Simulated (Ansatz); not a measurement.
System: ZrH (charge 0, doublet). The spin state was set by rule; other spins were not relaxed. SMILES: [ZrH]
Geometry: optimised at B3LYP-D3(BJ)/def2-TZVP (Ansatz, a quantum-chemistry and plane-wave program).

Property: vertical electron affinity (to the triplet state of charge -1; a negative value means that the extra electron is unbound and the number depends on the basis; each state is the SCF solution reached for its spin; the UHF <S^2> is 2.69 for the triplet (pure: 2.00) and 1.49 for the doublet (pure: 0.75); for the triplet T1 is 0.133; for the doublet the Hartree-Fock reference is unstable and T1 is 0.121), in eV. Valence correlation only, unless marked. Open shells are spin-unrestricted. No spin-orbit coupling. Frozen are the shells of the preceding noble gas and the d and f shells that filled before the atom's block. In def2 rows, elements after Kr have scalar-relativistic effective core potentials. Anions need diffuse functions: def2-D sets add few. 

| level | program | vertical electron affinity (eV) |
|---|---|---|
| SVWN5/def2-TZVPD | Ansatz | 0.88 |
| PBE/def2-TZVPD | Ansatz | 0.70 |
| r2SCAN/def2-TZVPD | Ansatz | 0.69 |
| PBE0/def2-TZVPD | Ansatz | 0.70 |
| BHLYP/def2-TZVPD | Ansatz | 0.60 |
| CAM-B3LYP/def2-TZVPD | Ansatz | 0.66 |
| wB97X-V/def2-TZVPD | Ansatz | 0.62 |
| wB97X/def2-TZVPD | Ansatz | 0.65 |
| CCSD/def2-SVPD | Ansatz | 0.54 |
| CCSD/def2-TZVPPD | Ansatz | 0.65 |
| CCSD/def2-QZVPPD | Ansatz | 0.71 |
| CCSD(T)/def2-SVPD | Ansatz | 0.59 |
| CCSD(T)/def2-TZVPPD | Ansatz | 0.71 |
| CCSD(T)/def2-QZVPPD | Ansatz | 0.77 |
